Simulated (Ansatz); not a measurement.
A made-up structure of CHNZn, closed shell:

N1  (0.972, 0.215, 2.252)
C2  (0.459, 0.104, 1.071)
Zn3  (-0.381, -0.084, -0.881)
H4  (-1.050, -0.235, -2.443)
(Å)

It is relaxed with PBE-D4/def2-SVP and then PBE0-D4/def2-TZVP (Ansatz 0.2.0). Atoms count as bonded within 1.22 times the sum of their covalent radii (H–H: 0.88 Å). The end point is not checked to be a true minimum.

**Question.** Does its bonding change? (Judge from chemistry; the calculation decides.)

**Answer.** By the calculation: No: no bond forms or breaks.

Where it ends: The first stage lowers the energy by 1.02 eV in 5 steps. It ends as CHNZn ([N][C][ZnH]):
```xyz
4
angstrom
N 0.8663 0.1924 2.0114
C 0.4109 0.0919 0.9561
Zn -0.3390 -0.0753 -0.7870
H -0.9383 -0.2091 -2.1805
```

Labels in which every atom is bracketed show which atoms are joined, not bond orders.

For scale, one of the runs: PBE0-D4/def2-TZVP relaxation, 116 basis functions, launched by `ansatz run in.yaml --threads 2 --pin off --events-out ev --progress --plain --max-ram 4352MiB`. The run took about 9 s on 2 CPU threads of an Arm Neoverse V1 (shared host).
